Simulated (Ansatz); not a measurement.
Other settings, tried on CsF2⁻.

```yaml
crystal:
  periodic: [false, false, false]
  atoms:
    - {symbol: Cs, position_ang: [0.264905, 0.452439, -0.079273]}
    - {symbol: F, position_ang: [-1.465730, 0.191000, -2.034223]}
    - {symbol: F, position_ang: [1.200835, -0.643440, 2.113497]}
basis:
  gaussian: {orbitals: def2-mTZVP}
total_charge: -1
hamiltonian: {xc: {name: SVWN5}}
output: {forces: true}
```

```sh
$ ansatz run in.yaml --threads 4 --pin off --events-out ev --progress --plain --max-ram 3916MiB
```

It prints (some lines left out):

```
Functional definition: SVWN5
604 factors; their error is unknown
mean field evaluation 1: about -5949.9675 eV, gradient 3.6e1 eV
mean field evaluation 2: about -5943.9727 eV, gradient 7.5e1 eV
mean field evaluation 4: about -5951.5260 eV, gradient 2.6e-1 eV
mean field evaluation 8: about -5951.5224 eV, gradient 1.1e-2 eV
mean field -5951.52235799 eV, -218.7144125692 hartree, gradient 1.4e-5 eV, S^2 0.000000; 0 other end points of the search recorded, 0 dependent functions left out
reference -5951.52240657 eV, -218.7144143547 hartree; 14, 14 occupied and 53, 53 virtual orbitals, 604 factors
Total energy: -5951.52240657 eV, -218.7144143547 hartree
Atom 0 at     0.264905     0.452439    -0.079273 Å, force    -0.081880    -0.139786     0.024447 eV/Å
Atom 1 at    -1.465730     0.191000    -2.034223 Å, force     0.225674     0.012094     0.275114 eV/Å
Atom 2 at     1.200835    -0.643440     2.113497 Å, force    -0.143795     0.127692    -0.299562 eV/Å
Dipole moment:     0.510435     0.871786    -0.152740 e Å
```

Hardware: 4 threads of Intel Xeon on a shared host. Wall time 1.5 s.

In the def2 sets Cs takes a core potential; there is no spin–orbit coupling. The highest occupied level of an anion often lies above zero with these methods, and sets without diffuse functions describe the outer electron poorly.

The dipole of an ion depends on the origin.
